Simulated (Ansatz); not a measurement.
Stepwise reaction of `[F][Al]([O][SiH3])[O][SiH3]` with water, as a gas-phase model of exchange steps in deposition or etching. ΔE in kJ/mol.

Gas-phase electronic energies from Ansatz, PBE0-D4/def2-TZVP geometries. CCSD(T)/CBS adds triple-zeta CCSD(T) − MP2 to the extrapolated MP2 energy (def2 sets, frozen cores). This one scheme is used for every species. Functionals use def2-TZVPP. B3LYP here is the variant with VWN-RPA as its local correlation; programs differ in this. One conformer a species, not always the lowest.

```
step                                                                    reaction  PBE-D4  B3LYP-D4  ωB97M-V  CCSD(T)/CBS
   1  `[F][Al]([O][SiH3])[O][SiH3]` + H₂O → `[OH][Al]([F])[O][SiH3]` + `O[SiH3]`    18.2      24.9     21.9         26.3
```

Question: Give the row of step 2, `[OH][Al]([F])[O][SiH3]` + H₂O → `[OH][Al]([OH])[F]` + `O[SiH3]`. (Estimate.)

Answer: Ansatz gave: 
```csv
step,reaction,PBE-D4,B3LYP-D4,ωB97M-V,CCSD(T)/CBS
2,`[OH][Al]([F])[O][SiH3]` + H₂O → `[OH][Al]([OH])[F]` + `O[SiH3]`,17.5,23.3,21.0,25.9
```

Question: By hand: ΔE of the 2 steps together at CCSD(T)/CBS.

Answer: (26.3) + (25.9) = 52.2 kJ/mol, or 26.1 kJ/mol a step.

In ΔE the steps differ by no more than 0.4 kJ/mol. All are uphill at CCSD(T)/CBS. PBE-D4 differs from CCSD(T)/CBS by -8.4 to -8.1 kJ/mol a step. Only this route is followed, and other bonds may react first. Isolated molecules leave out the surface, adducts and barriers. Largest T1 diagnostic: 0.012.
